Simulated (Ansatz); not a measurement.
A nudged elastic band was laid between two geometries of AlF$_{2}$H$_{3}$Si (7 atoms, charge 0, multiplicity 1).

Level of theory: Ansatz 0.2.0, UKS PBE-D4/def2-SVP.

```yaml
movable_images: 5
climbing_image: yes
spring: 5.0 eV/Å²
optimiser: quadratic models (default)
start_path: through a guess of the saddle point
force_threshold: 0.2 eV/Å
iteration_limit: 60
end_points: relaxed
```

Image 0:

```xyz
7
Properties=species:S:1:pos:R:3
F 1.146 -0.639 2.330
Al 0.637 -0.940 0.763
F 0.941 -2.473 0.164
Si -0.485 0.735 -0.599
H 0.317 0.998 -1.845
H -0.654 2.024 0.157
H -1.841 0.227 -1.016
```

Image 6:

```xyz
7
Properties=species:S:1:pos:R:3
F 0.655 -0.853 2.423
Al 0.644 -0.945 0.752
F 1.424 -2.263 0.075
Si -0.476 0.733 -0.609
H 0.098 0.766 -1.999
H -0.342 2.094 0.017
H -1.942 0.401 -0.706
```

Q: What changes between the two ends?

A: No bond is made or broken.

Q: Give the energies along the band, and the barrier.

A: The run converged. The highest image is number 3 of 0 to 6, 0.1 kcal/mol above the ends, which have the same energy within 2 meV. The threshold of 0.2 eV/Å is loose, so the images may lie well off the minimum-energy path. The top lies less than 8 meV above the higher end, about what the thresholds resolve: that end is a shoulder or a very shallow well. The order of the stationary point at the top wasn't checked.

```
image  path coordinate (Å)  energy (kcal/mol)
    0                 0.00                0.0
    1                 0.57                0.0
    2                 1.14                0.0
    3                 1.72                0.1
    4                 1.96                0.0
    5                 2.20                0.0
    6                 2.45                0.0
```

Q: What is the geometry of the highest image?

A: 
```xyz
7
Properties=species:S:1:pos:R:3
F 0.353 -1.071 2.363
Al 0.647 -0.991 0.717
F 1.723 -2.063 0.019
Si -0.485 0.728 -0.586
H -0.130 0.634 -2.047
H -0.064 2.081 -0.073
H -1.981 0.615 -0.439
```

The band took 13 iterations and of the order of 4 core-minutes.

Time of the run: 120 s on 2 threads of Arm Neoverse V1 (shared host), peak memory 0.17 GiB.
